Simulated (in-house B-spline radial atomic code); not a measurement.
**Ionising Ba7+ with different functionals**

Computed with a radial B-spline atomic code at the basis-set limit: four-component Dirac-Coulomb Hamiltonian, Fermi nucleus of rms radius 4.8378 fm, spin-restricted, spherical fractional occupations for the functionals, and exact exchange of hybrids averaged over the configuration. The ionisation energy is the difference of two self-consistent energies, [Kr] 4d10 5s2 5p1 → [Kr] 4d10 5s2, without Breit or QED terms; ε is the level of the shell that loses the electron (mean over j). The electron is taken from both j subshells in proportion to 2j + 1, so the result is a j average, not the step between ground levels.

```tsv
method	rung	ΔSCF (eV)	-ε(5p) (eV)
HSE06	range-separated hybrid	99.15	93.76
CAM-B3LYP	range-separated hybrid	99.44	95.90
wB97X	range-separated hybrid	99.14	96.82
LC-wPBE	range-separated hybrid	99.21	97.23
```

Problem. Among the functionals, which spreads more, the ΔSCF values or the orbital energies?

Solution. The orbital energies: ΔSCF values span about 0.30 eV and the orbital energies 3.47 eV; here energy differences depend much less on the functional than eigenvalues do.

Problem. How do they compare with the NIST value?

Solution. NIST lists 101 eV ± 2.1 (tabulated theory, ground level to ground level). Errors run from -1.86 to -1.56 eV; all lie within about twice that uncertainty, so the table can't rank the methods.
